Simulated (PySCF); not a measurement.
Dipole response of Xe²⁺ (xenon, charge +2)

[Kr] 4d10 5s2 5p4, high-spin 3P determinant. Computed with PySCF 2.14 in ANO-RCC-VTZP, with scalar relativity by spin-free X2C-1e. Coupled (time-dependent) response in atomic units; α is the mean over directions. The basis has no added diffuse functions, which lowers α and C₆.

| method | mean α (bohr³) | α xx, yy, zz | C₆ (like pair) | S(−4) |
| --- | --- | --- | --- | --- |
| UHF | 11.22 | 11.31, 11.04, 11.31 | 81.65 | 18.08 |
| PBE | 11.24 | 11.21, 11.31, 11.21 | 81.85 | 17.96 |
| PBE0 | 11.21 | 11.22, 11.20, 11.22 | 81.45 | 17.92 |

S(−4) is the Cauchy moment in α(ω) = α(0) + S(−4) ω² + …

Spin-orbit coupling is absent.

α(iu) at PBE:

```
u (hartree)  α(iu) (bohr³)
          0          11.24
     0.0500          11.20
      0.100          11.07
      0.200          10.57
      0.300          9.853
      0.500          8.134
      0.750          6.159
       1.00          4.688
       1.50          2.943
       2.00          2.046
       3.00          1.196
       5.00         0.5767
```

For an ion, C₆ is the dispersion term alone; charge-induced terms of lower order in 1/R come first.

The components differ because the open shell of this determinant is not spherical; for a pure term their mean is the scalar polarisability.
